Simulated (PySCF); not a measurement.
PySCF input (B3PW91/6-31G* (5d)):

```python
from pyscf import gto, dft

mol = gto.M(
    atom='''
    N     1.37484500   -0.35074800    0.28948200
    Si   -0.01613700    0.43703000   -0.36254900
    N    -1.37373800   -0.44073900    0.21724900
    H     2.24387100    0.15246100    0.38273800
    H     1.53291300   -1.33283800    0.12230600
    H     0.12765300    1.85147500    0.12077300
    H    -2.26368000   -0.43373300   -0.25025500
    H    -1.42258300   -0.81538600    1.15300300
    ''',
    basis='6-31g*',
    charge=0,
    spin=1,
    verbose=4,
)

mf = dft.UKS(mol, xc='b3pw91')
mf.grids.level = 3
mf.conv_tol = 1e-9
mf.max_cycle = 100
mf.max_memory = 1500
mf.kernel()
if not mf.converged:
    mf = mf.newton()
    mf.kernel(mf.make_rdm1())
mo, _, stable, _ = mf.stability(return_status=True)
if not stable:
    mf.kernel(mf.make_rdm1(mo, mf.mo_occ))
    stable = mf.stability(return_status=True)[2]
mf.dip_moment()
```

From the output:

```
  HOMO = -0.16776373505  LUMO = -0.0514455702925  gap/eV = 3.16518
cycle= 5 E= -401.900979908053  delta_E= -0.000123  |g|= 0.00766  |ddm|= 0.02
  alpha nocc = 17  HOMO = -0.167241249719455  LUMO = 0.0663177118712985
  beta  nocc = 16  HOMO = -0.244157264880482  LUMO = -0.0501825972714069
  HOMO = -0.167241249719  LUMO = -0.0501825972714  gap/eV = 3.18533
cycle= 6 E= -401.901008403375  delta_E= -2.85e-05  |g|= 0.00112  |ddm|= 0.00738
  alpha nocc = 17  HOMO = -0.167542640094646  LUMO = 0.0662278088557708
  beta  nocc = 16  HOMO = -0.24426293721381  LUMO = -0.0501196615682664
  HOMO = -0.167542640095  LUMO = -0.0501196615683  gap/eV = 3.19524
cycle= 7 E= -401.901009544213  delta_E= -1.14e-06  |g|= 0.000262  |ddm|= 0.0027
  alpha nocc = 17  HOMO = -0.167537474379986  LUMO = 0.0662513950512853
  beta  nocc = 16  HOMO = -0.244241376634976  LUMO = -0.0500358057402024
  HOMO = -0.16753747438  LUMO = -0.0500358057402  gap/eV = 3.19738
cycle= 8 E= -401.90100964118  delta_E= -9.7e-08  |g|= 8.15e-05  |ddm|= 0.000755
  alpha nocc = 17  HOMO = -0.16754770689811  LUMO = 0.0662579514848449
  beta  nocc = 16  HOMO = -0.244240394899065  LUMO = -0.0500296887235074
  HOMO = -0.167547706898  LUMO = -0.0500296887235  gap/eV = 3.19783
cycle= 9 E= -401.901009648989  delta_E= -7.81e-09  |g|= 2.13e-05  |ddm|= 0.000206
  alpha nocc = 17  HOMO = -0.167546183437762  LUMO = 0.06625925018654
  beta  nocc = 16  HOMO = -0.244241402938218  LUMO = -0.0500273805769651
  HOMO = -0.167546183438  LUMO = -0.050027380577  gap/eV = 3.19785
cycle= 10 E= -401.901009649584  delta_E= -5.95e-10  |g|= 4.95e-06  |ddm|= 5.44e-05
  alpha nocc = 17  HOMO = -0.167546053593361  LUMO = 0.0662592690154056
  beta  nocc = 16  HOMO = -0.244242588629398  LUMO = -0.05002759970073
  HOMO = -0.167546053593  LUMO = -0.0500275997007  gap/eV = 3.19784
Extra cycle  E= -401.901009649614  delta_E= -2.97e-11  |g|= 2.35e-06  |ddm|= 1.09e-05
converged SCF energy = -401.901009649614  <S^2> = 0.7517139  2S+1 = 2.0017132
uhf_internal: lowest eigs of H = [0.28557484 0.32305742 0.34532549]
<class 'pyscf.dft.uks.UKS'> wavefunction is stable in the internal stability analysis
Dipole moment(X, Y, Z, Debye):  0.24354, -1.11428,  0.49340
```

The geometry given is a B3LYP-D3(BJ)/def2-TZVP minimum.
